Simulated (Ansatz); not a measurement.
Geometry optimisation, RKS PBE/def2-SVP (Ansatz).

input.yaml

```yaml
crystal:
  periodic: [false, false, false]
  atoms:
    - { symbol: Ta, position_ang: [0.0, 0.0, 0.0] }
    - { symbol: "N", position_ang: [2.51, 0.0, 0.0] }
    - { symbol: H, position_ang: [3.04, -0.5118, 0.762] }
    - { symbol: H, position_ang: [3.04, 0.5118, -0.762] }
    - { symbol: "N", position_ang: [0.0, 0.0, 2.16] }
    - { symbol: H, position_ang: [-0.2456, -0.8845, 2.69] }
    - { symbol: H, position_ang: [0.2456, 0.8845, 2.69] }
    - { symbol: "N", position_ang: [0.0, 0.0, -2.16] }
    - { symbol: H, position_ang: [-0.6116, -0.6845, -2.69] }
    - { symbol: H, position_ang: [0.6116, 0.6845, -2.69] }
    - { symbol: O, position_ang: [-1.01, 1.7493, 0.0] }
    - { symbol: H, position_ang: [-1.4859, 1.8638, 0.8834] }
    - { symbol: "N", position_ang: [-1.08, -1.8706, 0.0] }
    - { symbol: H, position_ang: [-1.8056, -2.0636, 0.7482] }
    - { symbol: H, position_ang: [-0.8844, -2.5955, -0.7482] }
    - { symbol: O, position_ang: [0.7315, -1.8635, 1.1725] }
    - { symbol: H, position_ang: [0.1654, -2.662, 0.9237] }
    - { symbol: H, position_ang: [1.9671, -1.1737, 0.7385] }
basis:
  gaussian: { orbitals: def2-SVP }
hamiltonian:
  xc: pbe
relax:
  f_tol: 0.15
  max_steps: 25
  restrain:
    - { distance: [0, 15], at: 2.02, k: 30.0 }
    - { distance: [17, 1], at: 1.06, k: 30.0 }
    - { distance: [0, 1], at: 3.36, k: 30.0 }
    - { distance: [17, 15], at: 2.21, k: 30.0 }
```

Launched with:

```bash
$ ansatz run input.yaml --threads 4 --pin off --max-ram 5120MiB --backend cpu --events-out ev --progress --plain --runs-dir out
```

Problem. Where does it end, and by what steps?

Solution. It converged. The restraints hold the end off the free minimum. After 23 steps the energy has fallen by 6.869 eV (the restraints' own energy left out); H10 moved furthest, 1.80 Å. Parted: Ta1–N2 (2.51 → 3.35 Å). Joined: N2–H18 (1.49 → 1.04 Å).

| step | energy less start (eV) | largest force component (eV/Å) | accepted |
| --- | --- | --- | --- |
| 0 | 0.0000 | 4.727 | yes |
| 1 | 0.1371 | 4.021 | yes |
| 2 | -0.5288 | 4.402 | yes |
| 3 | -2.4224 | 3.712 | yes |
| 4 | -4.0618 | 2.963 | yes |
| 5 | -5.1021 | 2.569 | yes |
| 6 | -5.7140 | 1.873 | yes |
| 7 | -6.0639 | 1.173 | yes |
| 8 | -6.2679 | 0.851 | yes |
| 9 | -6.3936 | 0.583 | yes |
| 10 | -6.4784 | 0.609 | yes |
| 11 | -6.5362 | 0.582 | yes |
| 12 | -6.5845 | 0.788 | yes |
| 13 | -6.6579 | 0.501 | yes |
| 14 | -6.7103 | 0.398 | yes |
| 15 | -6.7054 | 0.870 | no |
| 16 | -6.7364 | 0.410 | yes |
| 17 | -6.7544 | 0.426 | yes |
| 18 | -6.7668 | 0.547 | yes |
| 19 | -6.7928 | 0.427 | yes |
| 20 | -6.8044 | 0.674 | yes |
| 21 | -6.8153 | 0.710 | yes |
| 22 | -6.8299 | 0.541 | yes |
| 23 | -6.8691 | 0.498 | yes |

```xyz
18
Properties=species:S:1:pos:R:3
Ta -0.415 -0.609 0.111
N 2.782 0.391 0.259
H 3.071 0.699 1.197
H 3.591 0.554 -0.358
N 0.040 -0.188 2.062
H 0.767 -0.711 2.559
H -0.103 0.714 2.532
N 0.098 -0.477 -1.849
H -0.001 0.379 -2.408
H 0.853 -1.046 -2.246
O -1.208 1.142 0.017
H -1.529 2.025 0.246
N -2.006 -1.792 0.180
H -2.569 -1.919 1.028
H -2.516 -2.113 -0.649
O 0.972 -2.045 0.317
H 0.681 -2.973 0.389
H 2.680 -0.646 0.330
```

The run took 79 s on 4 threads of Arm Neoverse V1, on a shared host, peak memory 0.27 GiB.
